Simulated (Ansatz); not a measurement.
C2H5NOSi (`O=C=NC[SiH3]`). The species carries charge 0 and has multiplicity 1. The geometry is a stationary point of PBE0-D4/def2-TZVP. It is one conformer, not always the lowest.

```xyz
10

O    -1.963    2.103   -1.535
C    -1.474    1.478   -0.676
N    -1.092    0.831    0.253
C     0.113    0.298    0.816
Si    0.779   -1.157   -0.200
H    -0.101   -0.043    1.832
H     0.879    1.077    0.900
H     1.070   -0.688   -1.579
H    -0.236   -2.238   -0.246
H     2.025   -1.660    0.436
```

Q: What is the dipole moment at PBE/def2-TZVPP? (An estimate is asked.)

A: The calculation gave: 2.66 D, with components (1.87, -0.98, 1.62) D in this frame, pointing from negative to positive charge.

Q: And with r2SCAN, B3LYP, ωB97M-V? (Estimate.)

A: Computed: r2SCAN 2.75 D, B3LYP 2.83 D, ωB97M-V 2.81 D.

Q: Give the Mulliken charges with PBE, ωB97M-V, B3LYP in def2-TZVPP. (Best estimate.)

A: The calculation gave: 
```
atom    PBE  ωB97M-V  B3LYP
  O1  -0.19    -0.25  -0.23
  C2   0.14     0.29   0.21
  N3  -0.12    -0.22  -0.19
  C4  -0.11    -0.19  -0.11
 Si5   0.20     0.17   0.27
  H6   0.11     0.13   0.11
  H7   0.11     0.13   0.11
  H8  -0.04    -0.01  -0.05
  H9  -0.04    -0.01  -0.05
 H10  -0.05    -0.02  -0.06
```

B3LYP here is the variant with VWN-RPA as its local correlation; programs differ in this.
